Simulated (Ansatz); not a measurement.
Computed with Ansatz.

A structure relaxed at PBE0-D4/def2-TZVP, charge 0, multiplicity 1:

| atom | x (Å) | y (Å) | z (Å) |
| --- | --- | --- | --- |
| C1 | 0.961 | 1.330 | 1.547 |
| C2 | -0.042 | 0.457 | 1.570 |
| Si3 | -0.150 | -0.976 | 0.390 |
| N4 | -1.801 | -1.160 | -0.011 |
| O5 | 0.874 | -0.721 | -0.876 |
| C6 | 0.644 | 0.229 | -1.888 |
| H7 | 1.031 | 2.157 | 2.248 |
| H8 | 1.767 | 1.247 | 0.822 |
| H9 | -0.816 | 0.584 | 2.326 |
| H10 | 0.337 | -2.253 | 0.963 |
| H11 | -2.153 | -1.969 | -0.493 |
| H12 | -2.424 | -0.374 | -0.086 |
| H13 | 0.648 | 1.252 | -1.495 |
| H14 | 1.440 | 0.140 | -2.630 |
| H15 | -0.316 | 0.057 | -2.387 |

Q: Give its formula and SMILES.

A: C3H9NOSi, `C=C[SiH](N)OC`.

Q: Point group (tolerance 0.08 Å, 0.16 Å for H)?

A: C1.

Q: Summarise the bond lengths by kind.

A: 1 × C–C 1.331 Å; 6 × C–H 1.087 to 1.096 Å; 1 × C–Si 1.859 Å; 1 × N–Si 1.709 Å; 1 × O–Si 1.648 Å; 1 × H–Si 1.481 Å; 2 × H–N 1.006 Å; 1 × C–O 1.406 Å.
